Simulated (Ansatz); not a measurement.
CH2BrF, SMILES `FCBr`, relaxed with RKS PBE-D4/def2-SVP in the Gaussian-basis code of Ansatz from a rough embedded geometry. The force threshold is 0.03 eV/Å; the program also tests the step.

Charge 0, multiplicity 1.

Start:

```xyz
5

F    -1.183    0.631   -0.220
C     0.043    0.108   -0.089
Br    0.108   -1.370    1.205
H     0.308   -0.246   -1.134
H     0.723    0.877    0.238
```

```csv
step,energy (eV),largest force (eV/Å),largest move (Å)
1,-73806.5195,1.276,0.000
2,-73806.6083,0.438,0.068
3,-73806.6132,0.073,0.010
4,-73806.6133,0.028,0.002
```

End:

```xyz
5

F    -1.221    0.642   -0.196
C     0.029    0.125   -0.118
Br    0.111   -1.360    1.163
H     0.337   -0.295   -1.096
H     0.744    0.889    0.248
```

Run time 2 s (2 threads of a server CPU on a shared host); peak host memory 0.15 GiB.
